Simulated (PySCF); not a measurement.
HKO, singlet, geometry from GFN2-xTB (such geometries of metal compounds can be far from the true shape). Base run: PySCF with PBE0/def2-SV(P).

Input for PySCF:
```python
from pyscf import gto, scf, dft

mol = gto.M(
    atom='''
K    -0.515992   -0.253325   -0.435053
O     1.047786    0.444316    0.880931
H     1.421565    1.258641    1.218564
''',
    basis='def2-sv(p)',
    charge=0,
    spin=0,
    verbose=4,
)

mf = dft.RKS(mol)
mf.xc = 'pbe0'
mf.kernel()
```

Each row names what was changed in the base input (with any setting that the change needs).

| change | ΔE vs base (µEh) | SCF cycles | outcome |
|---|---|---|---|
| base | 0.0 | 10 | converged |
| damp = 0.5; diis_start_cycle = 5 | 0.0 | 10 | converged |
| diis = off; damp = 0.3 (with mf.diis_start_cycle = 200; with mf.max_cycle = 150) | - | 150 | not converged |
| level_shift = 0.3 (with mf.max_cycle = 100) | 0.0 | 21 | converged |
| conv_tol_grad = 1e-3 | 0.0 | 10 | converged |
| init_guess = sap | 0.0 | 12 | converged |
| diis_space = 4 | 0.0 | 10 | converged |
| conv_tol = 1e-7 | 0.0 | 9 | converged |
| solver = newton | 0.0 | - | converged |
| conv_tol = 1e-12 | 0.0 | 13 | converged |
| DIIS = EDIIS | - | 50 | not converged |
| conv_tol_grad = 1e-7 | 0.0 | 12 | converged |
| level_shift = 0.1 (with mf.max_cycle = 100) | 0.0 | 15 | converged |
